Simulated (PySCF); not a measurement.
B(Cl)(F)(SeH) (BClFHSe), SMILES FB(Cl)[SeH].

Coordinates come from a PBE0-D3(BJ)/def2-SVP optimisation. Other conformers were not sampled.

The numbers are results of PBE0-D3(BJ)/def2-SVP (PySCF), not measurements.

Frequencies are harmonic and unscaled.

List the normal modes with their intensities. (The exact figures need the calculation; the answer reports its results.)


| mode | ν (cm⁻¹) | IR (km/mol) | moving atoms (share of kinetic energy) |
|---|---|---|---|
| 1 | 190 | 0.3 | Cl 51 %, Se 23 %, F 14 %, B 9 % |
| 2 | 310 | 4.6 | F 66 %, Se 21 %, Cl 10 % |
| 3 | 340 | 9.6 | H 96 % |
| 4 | 482 | 10.4 | B 88 %, F 9 % |
| 5 | 493 | 2.0 | F 39 %, Cl 36 %, B 14 %, Se 9 % |
| 6 | 719 | 19.9 | H 89 % |
| 7 | 976 | 412.0 | B 86 %, Cl 8 % |
| 8 | 1340 | 270.2 | B 70 %, F 29 % |
| 9 | 2459 | 5.6 | H 99 % |
